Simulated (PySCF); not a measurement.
**Vertical excitation energies**

Species: InH2(vinyl), C2H5In.
SMILES: `[H][In]([H])[CH]=C`

Computed with PySCF 2.14.0, density-fitted response routines, TDDFT B3LYP/def2-SVPD, vertical, gas phase, core orbitals frozen in the response, def2 core potentials past Kr. The structure is a single PBE0-D3(BJ)/def2-SVP conformer in the gas phase; no vibrational or solvent corrections. Spin–orbit coupling is left out.

Question: List the vertical singlet excitations with oscillator strengths and describe the spectrum.

Answer: 

| state | E (eV) | E (hartree) | f | \|μ\| (D) | main configurations (H = HOMO, L = LUMO) |
| --- | --- | --- | --- | --- | --- |
| S1 | 4.27 | 0.1568 | 0.0009 | 0.24 | H→L (99%) |
| S2 | 4.38 | 0.1608 | 0.0041 | 0.50 | H-1→L (100%) |
| S3 | 5.16 | 0.1895 | 0.0003 | 0.12 | H-2→L (99%) |
| S4 | 5.83 | 0.2144 | 0.0071 | 0.57 | H-1→L+1 (96%) |
| S5 | 6.34 | 0.2332 | 0.037 | 1.24 | H→L+2 (86%) |
| S6 | 6.56 | 0.2409 | 0.012 | 0.69 | H→L+1 (49%), H-1→L+2 (27%), H-2→L+1 (20%) |
| S7 | 6.74 | 0.2475 | 0.017 | 0.81 | H→L+3 (94%) |
| S8 | 6.77 | 0.2487 | 0.452 | 4.20 | H-1→L+2 (56%), H→L+1 (32%) |
| S9 | 6.91 | 0.2540 | 0.063 | 1.55 | H-1→L+3 (92%) |
| S10 | 7.31 | 0.2688 | 0.034 | 1.11 | H→L+4 (49%), H-2→L+2 (44%) |

Triplets (Tamm–Dancoff): T1 4.07 eV, H→L (89%); T2 4.12 eV, H-1→L (98%); T3 4.33 eV, H→L+1 (76%), H-2→L+1 (15%); T4 4.91 eV, H-2→L (91%).

The lowest singlet lies at 4.27 eV (291 nm, ultraviolet) and is very weak; its leading configuration is HOMO→LUMO (99%). The most intense listed level is S8 at 6.77 eV (183 nm, f = 0.452), 2.50 eV above S1. Löwdin shares by element: HOMO carbon 57%, indium 15%, hydrogen 10% or more (atoms not listed hold the other 17%); LUMO indium 70%, hydrogen 16% or more, carbon 8% or more. Weighted by f, the mean energy of these states is 6.75 eV. Of the 10 states listed, 6 reach f = 0.01 and 1 stays under 0.0005. No computed singlet lies in the visible range (380 to 750 nm); the lowest, at 291 nm, stands 1.01 eV above its violet end (3.26 eV). The vertical ionisation energy (ΔSCF) is 9.45 eV, 2.13 eV above S10. Singlets were solved by full linear response, triplets in the Tamm–Dancoff approximation.

The run took 36 s of wall time on an Arm Neoverse V2 with one thread (shared host).
